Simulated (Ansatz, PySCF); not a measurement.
Gas-phase reaction in SMILES: [CH2]C[N](C)[GeH3] → [GeH2][N](CC)C

Quantity: isomerisation energy (enthalpy at 298 K), in kcal/mol. Terms: 6-31G* and kin with 6d, 5d where marked; no spin-orbit coupling; valence correlation only (noble-gas shells and the d and f shells of earlier blocks); UHF or UKS for open shells; no dispersion term unless named; non-relativistic; LANL2DZ with its own core potentials from Na on. Ab initio and DFT rows: single points at B3LYP-D3(BJ) geometries (Ansatz, a first-principles code), with unscaled harmonic terms from B3LYP/6-31G* (LANL2DZ past Ar) (Ansatz) at its own minima.

```csv
level,program,isomerisation energy (enthalpy at 298 K) (kcal/mol)
SVWN5/6-31G*,Ansatz,-30.1
PBE/3-21G,Ansatz,-28.9
PBE/6-31G* with LANL2DZ past Ar,Ansatz,-27.4
B3LYP/6-31G,Ansatz,-26.2
B3LYP/6-31G*,Ansatz,-24.2
M06-2X/6-31G* with LANL2DZ past Ar (5d),PySCF,-22.6
MP2/6-31G* with LANL2DZ past Ar,Ansatz,-24.3
B2PLYP-D3(BJ)/def2-TZVPD,Ansatz + dftd3,-20.7
```

No value to compare with is used here. The 7 habitual levels span -30.1 (SVWN5/6-31G*) to -22.6 kcal/mol (M06-2X/6-31G* with LANL2DZ past Ar (5d)); B2PLYP-D3(BJ)/def2-TZVPD gives -20.7.

The levels are drawn from those run, B3LYP/6-31G* more often than the rest, none by its result; left out are runs that failed, that the program found above a lower state of the same kind, or whose <S^2> lies over 0.5 above the pure value.
